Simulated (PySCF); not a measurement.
Compound: C6H12SSi.
Numbering: `[CH3:1][S:2][Si:3]1([CH3:4])[CH2:5][CH:6]=[CH:7][CH2:8]1` (hydrogens: H9, H10, H11 on C1; H12, H13, H14 on C4; H15, H16 on C5; H17 on C6; H18 on C7; H19, H20 on C8)

Structure used (PBE0-D3(BJ)/def2-SVP), in Å, numbered top down from 1:
```xyz
20
C6H12SSi angstrom
C      2.247   -1.368   -0.216
S      2.234    0.375    0.313
Si     0.134    0.795    0.146
C     -0.071    2.588    0.640
C     -0.562    0.326   -1.561
C     -1.313   -0.945   -1.270
C     -1.489   -1.318    0.008
C     -0.929   -0.455    1.106
H      1.653   -1.999    0.460
H      3.292   -1.703   -0.185
H      1.869   -1.481   -1.242
H     -1.133    2.876    0.602
H      0.490    3.248   -0.040
H      0.298    2.761    1.662
H      0.213    0.193   -2.334
H     -1.238    1.113   -1.945
H     -1.714   -1.549   -2.092
H     -2.038   -2.235    0.254
H     -1.733    0.051    1.671
H     -0.358   -1.036    1.851
```

Theory: PySCF 2.14.0, density-fitted response routines, TDDFT PBE0/def2-SVPD, vertical, gas phase, core orbitals frozen in the response.

Computed states:

| state | E (eV) | f |
| --- | --- | --- |
| S1 | 5.61 | 0.0005 |
| S2 | 5.94 | 0.012 |
| S3 | 6.12 | 0.028 |
| S4 | 6.37 | 0.0009 |
| S5 | 6.45 | 0.0002 |
| S6 | 6.69 | 0.0001 |

Each state is given a Gaussian of 0.4 eV full width at half maximum, with ε(max) = 2.175×10⁸ f / Δν̃ (Δν̃ the width in cm⁻¹). The cross-section is σ = 3.8235×10⁻²¹ ε cm², given in Mb (10⁻¹⁸ cm²). The width is an assumption, not a result. The curve ends short of the highest state used, and states not computed would add to its high-energy end.

**Question.** Give the broadened spectrum and its maxima.

**Answer.** 
E (eV), σ (Mb) and a bar:
```
     5.01       0.00 
     5.04       0.00 
     5.06       0.00 
     5.09       0.00 
     5.11       0.00 
     5.14       0.00 
     5.16       0.00 
     5.19       0.01 
     5.21       0.01 
     5.24       0.01 
     5.26       0.02 
     5.29       0.02 
     5.31       0.03 
     5.34       0.04 
     5.36       0.05 
     5.39       0.07 
     5.42       0.10 
     5.44       0.12 
     5.47       0.17 #
     5.49       0.20 #
     5.52       0.27 #
     5.54       0.33 #
     5.57       0.44 #
     5.59       0.54 ##
     5.62       0.73 ##
     5.64       0.89 ###
     5.67       1.19 ####
     5.69       1.43 #####
     5.72       1.86 ######
     5.74       2.20 #######
     5.77       2.79 #########
     5.79       3.23 ##########
     5.82       3.96 #############
     5.84       4.49 ###############
     5.87       5.32 #################
     5.89       5.88 ###################
     5.92       6.72 ######################
     5.94       7.25 #######################
     5.97       7.98 ##########################
     5.99       8.40 ###########################
     6.02       8.89 #############################
     6.04       9.11 #############################
     6.07       9.27 ##############################
     6.09       9.25 ##############################
```

Maxima: 204 nm (6.08 eV), ε about 2400, made up of S2 (24%) and S3 (75%) (ε in L mol⁻¹ cm⁻¹; maxima over ε = 5, shares over 10%).

**Question.** Coming from long wavelengths, where does ε first pass 100 L mol⁻¹ cm⁻¹?

**Answer.** At about 223 nm (5.56 eV), 0.06 eV below S1.

**Question.** What would ε be at 6.08 eV, the highest of these maxima, with half the width (0.2 eV)?

**Answer.** About 3870 L mol⁻¹ cm⁻¹ against 2430, a factor of about 1.6; a lone state at its own centre would give exactly 2.

**Question.** On this curve, what absorbance would a 10⁻⁵ mol/L sample give at 222 nm over a 1 cm path?

**Answer.** 222 nm is 5.585 eV, where ε is about 140 L mol⁻¹ cm⁻¹, so A = ε c l ≈ 0.0014 (Beer–Lambert, with the gas-phase spectrum and the assumed width).

One conformer stands for the species.
